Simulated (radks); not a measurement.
Numerical settings for the lead ion Pb57+, [Ar] 3d7. All-electron calculation, scalar-relativistic Kohn-Sham, PBE, spin-polarised, spherical densities, point nucleus; open shells are filled with parallel spins first (spin-orbit coupling, left out, can overturn this in heavy ions). Program: a radial shooting solver on a logarithmic mesh with Libxc functionals. The defaults (mesh step 0.008 in ln r, mesh end at 40 bohr or more with all orbitals vanishing there, Anderson mixing 0.5 over 9 steps, residual threshold near 1e-9 with the energy settled to 1e-9 hartree or 1e-11 of itself, here a cap of 69 iterations) give E = -17963.110 hartree and 3d at -5829.0 eV in 13 iterations. Run on one thread of a shared host, so times are rough (Arm Neoverse N1): 0.19 s of CPU time, 0.19 s wall, 13 iterations on 2476 mesh points. Changes against that run (0 stands for a change within the tolerance of the run):

setting,iterations,converged,E (mhartree),e(3d) (meV),CPU (s)
mesh step in ln r 0.05,13,yes,+0.0553,-0.0139,0.05
mesh step in ln r 0.12,2,no,diverged,-,0.01
mesh step in ln r 0.003,13,yes,0,0,0.5
mesh end (bohr) 20,13,yes,0,0,0.19
mesh end (bohr) 3,13,yes,0,0,0.19
residual threshold 1e-13,17,yes,0,0,0.22
residual threshold 0.01,9,yes,+0.00149,+0.741,0.15
mixing 0.05,15,yes,0,0,0.22
"linear mixing, mixing 1",14,yes,0,0,0.2
"linear mixing, mixing 0.05",69,no,-178,-4.63e+04,1
mixing history 20,20,yes,0,0,0.26
iteration cap 3,3,no,+138,-1.08e+04,0.06

No run marked as converged misses the energy by more than 1 mhartree. A mesh that ends early acts as a hard wall.
